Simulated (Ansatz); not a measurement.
Si3NH9⁺, that is (SiH3)3N with one electron fewer. Charge 1, multiplicity 2. Geometry PBE0-D4/def2-SVP, that of the neutral singlet; atoms count from 1.

```xyz
13

N    -0.001   -0.003    0.005
Si   -0.604   -1.296   -1.015
Si    1.721    0.146    0.303
Si   -1.117    1.149    0.714
H    -1.303   -0.764   -2.225
H     0.576   -2.104   -1.449
H    -1.561   -2.177   -0.278
H     2.274   -1.080    0.954
H     2.482    0.384   -0.962
H     1.912    1.316    1.214
H    -2.493    0.751    0.287
H    -1.044    1.138    2.207
H    -0.844    2.542    0.247
```

(1) Estimate the Mulliken populations from the PBE0/def2-TZVP orbitals of Ansatz.

(2) Where does the spin sit?

(3) And the Mayer bond orders between bonded heavy atoms (over 0.3)?

Answers

(1) 
| atom | charge (e) | spin (α − β) |
| --- | --- | --- |
| N1 | -0.17 | 0.67 |
| Si2 | 0.15 | -0.03 |
| Si3 | 0.15 | -0.03 |
| Si4 | 0.15 | -0.03 |
| H5 | 0.09 | 0.07 |
| H6 | 0.06 | 0.00 |
| H7 | 0.09 | 0.07 |
| H8 | 0.09 | 0.07 |
| H9 | 0.09 | 0.07 |
| H10 | 0.06 | 0.00 |
| H11 | 0.06 | 0.00 |
| H12 | 0.09 | 0.07 |
| H13 | 0.09 | 0.07 |
Mulliken values and Mayer orders depend strongly on the basis.

(2) Summed by element: N 0.67, Si -0.08, H 0.42, of 1 unpaired in all. Largest on single atoms: N1 0.67, H9 0.07, H5 0.07.

(3) N1–Si2 0.97 (1.75 Å); N1–Si3 0.97 (1.75 Å); N1–Si4 0.97 (1.75 Å).
